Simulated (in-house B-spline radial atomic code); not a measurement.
# Solving the quasi-particle equation for 4d of neutral palladium

Configuration [Kr] 4d10, start PBE0. Computed with an all-electron radial atomic-structure program (B-spline basis): all electrons, scalar-relativistic (spin-free one-electron X2C), finite nucleus, each spin shell either full or empty, empty states to l = 9 with an (l + 1/2)⁻⁴ tail; G0W0 by contour deformation at full frequency.

At the mean-field level ε = -5.408 eV the matrix elements are Σx = -30.925 eV, v_xc = -26.879 eV and Σc(ε) = 0.523 eV, and the slope of the correlation self-energy is dΣc/dω = -0.1846. The quasi-particle energy solves E = ε + Σx − v_xc + Σc(E).

Question: What does the linearised equation give?

Answer: Z = 1/(1 − dΣc/dω) = 1/1.1846 = 0.8442. The first-order shift is Σx − v_xc + Σc(ε) = -30.925 − (-26.879) + (0.523) = -3.523 eV, so E ≈ ε + Z × shift = -5.408 + 0.8442 × (-3.523) = -8.382 eV.

Question: How does that compare with the full solution and with static screening?

Answer: Solving the equation at full frequency dependence gives E = -8.199 eV, where Σc = 1.254 eV and the weight is 0.686; the linearised value is off by 183 meV; so low a weight means that a satellite takes much of the strength. Leaving Z out would give -8.931 eV. Static COHSEX puts -2.795 eV in place of Σc and gives -12.249 eV, 4.05 eV deeper. The tabulated removal energy is 8.337 eV (NIST, measured); the run leaves out spin-orbit coupling, Breit and QED terms.
